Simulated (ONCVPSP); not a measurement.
## Before and after: ONCV potential for nickel (Ni)

nickel (Ni), optimised norm-conserving Vanderbilt (ONCV), made with ONCVPSP 4.0.1 (PBE, fully relativistic). Core [Ar], reference 3d8 4s1.5 (charge +0.5). Waves: 4s: rc 2.20 bohr, ncon 5, nbas 8, qcut 3.7 1/bohr, 1 projector; p scattering state at 0.31 Ha: rc 1.75 bohr, ncon 4, nbas 8, qcut 3.8 1/bohr, 2 projectors, debl 3.7 Ha; 3d: rc 0.85 bohr, ncon 4, nbas 8, qcut 16.8 1/bohr, 1 projector. Local part: polynomial inside 0.75 bohr (lpopt 3, dvloc0 0 Ha). Core correction: none.

Open shells are filled in proportion to 2j + 1.

Change: d: qcut 18.6.

Cutoffs: the cutoffs (Ha) at which the residual kinetic energy of the hardest occupied pseudo-wave falls to 1 and 0.1 mHa per electron; they do not see the model core or the augmentation charge, which bear on the density cutoff. Errors are all-electron minus pseudo energies relative to the spin-unpolarised reference configuration.

Question: How do hardness, ghosts and transferability respond?

Answer: The potential gets harder (116 Ha and 131 Ha → 128 Ha and 146 Ha); both files keep a bound ghost (s); the errors of the 4 common tests hardly move. The waves are optimised to have the least kinetic energy above qcut, so the cutoff follows it (qcut²/2 in Ha).

| quantity | base | changed |
| --- | --- | --- |
| cutoff, loose | 116 Ha | 128 Ha |
| cutoff, tight | 131 Ha | 146 Ha |
| loose cutoff by channel | s 5.6 Ha, d 116 Ha | s 5.6 Ha, d 128 Ha |
| bound ghosts | s | s |
| GHOST(+) flags under 300 eV | p1/2 at 85.3 eV, p3/2 at 85.6 eV | p1/2 at 85.3 eV, p3/2 at 85.6 eV |
| error for 3d8 4s2, meV [ΔE -3.72 eV] | +0.6 | +0.5 |
| error for 3d8 4s1, meV [ΔE 5.61 eV] | +1.8 | +1.8 |
| error for 3d8 4s0, meV [ΔE 22.96 eV] | +43 | +43 |
| error for 3d8 4s0 4p2, meV [ΔE 5.78 eV] | +26 | +26 |
| s: phases at 2.23 bohr within 0.05 rad from the reference energy up to (Ha; the scan ends near 5) | 1.4 | 1.4 |
| p3/2: phases at 1.78 bohr within 0.05 rad from the reference energy up to (Ha; the scan ends near 5) | 3.1 | 3.1 |
| p1/2: phases at 1.78 bohr within 0.05 rad from the reference energy up to (Ha; the scan ends near 5) | 3.0 | 3.0 |
| d5/2: phases at 0.86 bohr within 0.05 rad from the reference energy up to (Ha; the scan ends near 5) | to the end of the scan | to the end of the scan |
| d3/2: phases at 0.86 bohr within 0.05 rad from the reference energy up to (Ha; the scan ends near 5) | to the end of the scan | to the end of the scan |

Base: These tests converged, but a pseudo level misses the all-electron one widely, so the file describes the atom poorly there or has found another state: 3d8 4s0 4p2: empty 4s by 13.8 eV. Changed file: These tests converged, but a pseudo level misses the all-electron one widely, so the file describes the atom poorly there or has found another state: 3d8 4s0 4p2: empty 4s by 13.8 eV. A true bound ghost makes a file unfit for plane-wave use even where its test errors are small: the radial tests pick states by their node count and pass the ghost by.
